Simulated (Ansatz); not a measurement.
Cost and result for the atomization energy of CH₆AlNSSi (11 atoms, 11 bonds).

Cartesian coordinates in Å:
```
Al -1.243 1.320 0.071
N 0.477 0.966 -0.491
Si 1.178 -0.561 -0.392
C -0.082 -1.549 0.622
S -1.477 -0.887 1.107
H -2.425 1.207 -0.998
H -1.396 2.370 1.261
H 1.071 1.739 -0.755
H 2.481 -0.655 0.330
H 1.334 -1.357 -1.647
H 0.081 -2.593 0.893
```

Charge 0, multiplicity 1. The bonds changed during the relaxation, so this is another structure than the one it started from. All single points use the PBE0-D4/def2-TZVP geometry. It is one conformer, not always the lowest. Program: Ansatz. All runs use 4 threads of an Arm Neoverse V1 on a shared host. Times are those of one run each, without the atoms' runs, and a repeat can differ threefold. Electronic energies, without spin–orbit coupling; frozen cores. CCSD(T)/CBS adds CCSD(T) − MP2 in def2-TZVPP to the MP2 limit, and its time is that of the two runs behind it. T1 = 0.016; the RHF reference is unstable towards UHF. B3LYP takes the VWN-RPA correlation (the form of Gaussian; ORCA's B3LYP/G).

CCSD(T)/CBS is a level of theory with its own doubt, some kJ/mol a heavy atom from the limit and from the frozen cores, so smaller differences don't rank the functionals.

```csv
level,functions,wall time
PBE-D4/def2-TZVPP (with forces),272,3.8 s
PBE0-D4/def2-TZVPP,272,4.3 s
r2SCAN-D4/def2-TZVPP (with forces),272,7 s
B3LYP-D4/def2-TZVPP (with forces),272,7 s
B2PLYP/def2-TZVPP,272,8.5 s
ωB97X-V/def2-TZVPP,272,11 s
ωB97M-V/def2-TZVPP (with forces),272,16 s
MP2/def2-QZVPP,504,31 s
CCSD(T)/def2-TZVPP,272,2.8 min
CCSD(T)/CBS(def2),–,3.4 min
```

Problem. What atomization energy does each give, and how far from CCSD(T)/CBS? (Estimate.)

Solution. The calculation gave: 
```json
{"level": "PBE-D4/def2-TZVPP (with forces)", "atomization (kcal/mol)": "879.0", "difference from CCSD(T)/CBS": "7.9", "per bond": "0.7"}
{"level": "PBE0-D4/def2-TZVPP", "atomization (kcal/mol)": "864.9", "difference from CCSD(T)/CBS": "-6.2", "per bond": "-0.6"}
{"level": "r2SCAN-D4/def2-TZVPP (with forces)", "atomization (kcal/mol)": "871.5", "difference from CCSD(T)/CBS": "0.4", "per bond": "0.0"}
{"level": "B3LYP-D4/def2-TZVPP (with forces)", "atomization (kcal/mol)": "869.4", "difference from CCSD(T)/CBS": "-1.7", "per bond": "-0.2"}
{"level": "B2PLYP/def2-TZVPP", "atomization (kcal/mol)": "856.7", "difference from CCSD(T)/CBS": "-14.4", "per bond": "-1.3"}
{"level": "ωB97X-V/def2-TZVPP", "atomization (kcal/mol)": "875.4", "difference from CCSD(T)/CBS": "4.3", "per bond": "0.4"}
{"level": "ωB97M-V/def2-TZVPP (with forces)", "atomization (kcal/mol)": "873.8", "difference from CCSD(T)/CBS": "2.7", "per bond": "0.3"}
{"level": "MP2/def2-QZVPP", "atomization (kcal/mol)": "869.3", "difference from CCSD(T)/CBS": "-1.8", "per bond": "-0.2"}
{"level": "CCSD(T)/def2-TZVPP", "atomization (kcal/mol)": "843.5", "difference from CCSD(T)/CBS": "-27.6", "per bond": "-2.5"}
{"level": "CCSD(T)/CBS(def2)", "atomization (kcal/mol)": "871.1", "difference from CCSD(T)/CBS": "0.0", "per bond": "0.0"}
```

From PBE to PBE0 (25 % exact exchange), in def2-TZVPP and without D4, the atomization energy moves by −12.9 kcal/mol: exact exchange takes away binding that semilocal exchange gives to molecules. The D4 term adds +12.7 kcal/mol with B3LYP and +6.6 kcal/mol with PBE0; it sums over pairs of atoms, weighted by their polarisabilities, and B3LYP, whose exchange is more repulsive, gets the larger term. In def2-TZVPP, CCSD(T) changes the Hartree–Fock value by +226.2 kcal/mol (the triples alone add +15.3 kcal/mol) and MP2 by +235.4 kcal/mol; breaking electron pairs costs correlation energy, which Hartree–Fock lacks.
